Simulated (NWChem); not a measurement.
Molecule: GeH$_{4}$S$_{2}$; SMILES [SH][GeH2][SH]

```xyz
7

Ge     0.0000     0.0000    -0.6142
S      1.8490     0.0272     0.6259
S     -1.8490    -0.0272     0.6259
H      0.1008     1.2717    -1.4704
H     -0.1008    -1.2717    -1.4704
H      1.5477    -1.1142     1.2829
H     -1.5477     1.1142     1.2829
```
Atoms are numbered in this order, from 1.

Structure relaxed at the PBE0/def2-SVP level.

Symmetry labels are those of C2 in the frame above (b1 and b2, or b-type labels, depend on it).

### Question
List the 4 lowest vertical singlet excitations from B3LYP/def2-SVPD, TDA (NWChem).

### Answer
| state | energy (eV) | oscillator strength | symmetry | leading excitation (squared amplitude) |
|---|---|---|---|---|
| S1 | 5.14 | 0.022 | b | HOMO → LUMO (0.94) |
| S2 | 5.40 | 0.009 | a | HOMO−1 → LUMO (0.97) |
| S3 | 5.81 | 0.057 | b | HOMO → LUMO+1 (0.88) |
| S4 | 5.94 | 0.023 | a | HOMO → LUMO+2 (0.83) |
